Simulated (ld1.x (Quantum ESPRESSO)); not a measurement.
## nitrogen (N), RRKJ: configuration errors across variants

```json
{"Element": "N", "Generator": "ld1.x (Quantum ESPRESSO) 7.5", "Type": "norm-conserving RRKJ (Kleinman–Bylander form)", "Functional": "PBE", "Relativity": "non-relativistic", "Frozen core": "[He]", "Valence charge": "5", "Reference configuration": "2s2 2p1 (charge +2)", "Partial waves": "2p (bound): rc 2.15 bohr; 3d channel at 0.15 Ry: rc 1.95 bohr; 2s (bound): rc 0.90 bohr", "Local potential": "the s channel", "Core correction": "Bessel-smoothed model core inside 0.85 bohr"}
```

All-electron excitation energies from the reference (eV): (1) 2s2 2p3 -42.456; (2) 2s2 2p2 -28.859; (3) 2s2 2p0 47.085; (4) 2s2 2p2.5 -37.360; (5) 2s2 2p3.3 -44.076; (6) 2s0 2p5 -19.475; (7) 2s1 2p3 -17.111.

Errors AE − PS in meV (a dash: test not solved or not reliable):

```tsv
change	(1)	(2)	(3)	(4)	(5)	(6)	(7)	bound ghosts
base	+694	+301	+668	+522	+759	+1631	+684	none
core correction none	+702	+304	+676	+528	+767	+1654	+696	none
core correction Bessel-smoothed model core inside 0.50 bohr	+703	+304	+675	+529	+768	+1635	+687	none
core correction Bessel-smoothed model core inside 0.56 bohr	+705	+305	+678	+531	+771	+1637	+687	none
core correction Bessel-smoothed model core inside 0.66 bohr	+709	+307	+684	+533	+774	+1641	+689	none
core correction Bessel-smoothed model core inside 0.76 bohr	+702	+304	+679	+528	+767	+1639	+688	none
core correction Bessel-smoothed model core inside 0.90 bohr	+695	+301	+667	+523	+760	+1635	+685	none
core correction Bessel-smoothed model core inside 0.98 bohr	+700	+303	+671	+526	+764	+1656	+692	none
core correction Bessel-smoothed model core inside 1.10 bohr	+702	+304	+674	+528	+767	+1665	+697	none
```

Give the same row for: core correction Bessel-smoothed model core inside 0.38 bohr.

+702, +304, +674, +528, +767, +1635, +686; bound ghosts: none.
